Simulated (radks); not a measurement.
These are the eigenvalues of the occupied orbitals of an atom or ion with whole-number occupations (hartree). Calculated with a radial shooting solver on a logarithmic mesh with Libxc functionals: Dirac Kohn-Sham, LDA (Slater exchange, Perdew-Wang correlation), spin-unpolarised, spherical densities, finite nucleus; Fermi nuclear charge, rms radius of each element as measured or else 0.836 A^(1/3) + 0.57 fm.

1s1/2: -1396.175
2s1/2: -244.9111
2p1/2: -232.6444
2p3/2: -218.5824
3s1/2: -72.82632
3p1/2: -67.69321
3p3/2: -64.88239
3d3/2: -55.94858
3d5/2: -55.33730
4s1/2: -32.58256
4p1/2: -30.54823

Which element is it, and in what charge state? The configuration may be excited. Open shells, if any, fill j = l - 1/2 first.

Answer. Z = 56, barium, charge +25: Ba25+ in [Ar] 3d10 4s2 4p1. The list shows which subshells hold electrons but not how many an open one holds; the 1s level, -1396.2 hartree, gives Z - s = 52.8 by -(Z - s)^2/2, which with screening and relativity narrows Z to a few neighbours, and the depths of the outer levels then fix element, charge and occupations together.
